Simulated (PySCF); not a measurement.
Calculation: B3LYP-D3(BJ)/def2-TZVP // PBE0-D4/def2-SVP (PySCF 2.14.0). All species are isolated molecules in the gas phase. B3LYP has the VWN-RPA correlation part, as in Gaussian. Excitations are Tamm–Dancoff values on a coarser integration grid. The basis has no diffuse functions, so Rydberg states are missing or too high.

Reference species (SMILES): `[SiH3]c1c(Cl)ccc2ccccc21` (neutral, multiplicity 1).

| Quantity | Value |
|---|---|
| brightest of the four lowest singlets (TDA) | 5.75 eV |
| S1–T1 gap (TDA) | 1.34 eV |
| HOMO–LUMO gap | 4.59 eV |

Changed species: `[SiH3]c1cccc2cccc(Cl)c12`.

What does the change do to the brightest of the four lowest singlets (TDA), S1–T1 gap (TDA) and HOMO–LUMO gap?

the brightest of the four lowest singlets (TDA) stays essentially unchanged; the S1–T1 gap (TDA) rises by 0.05 eV, to 1.39 eV; the HOMO–LUMO gap decreases by 0.11 eV, to 4.48 eV.
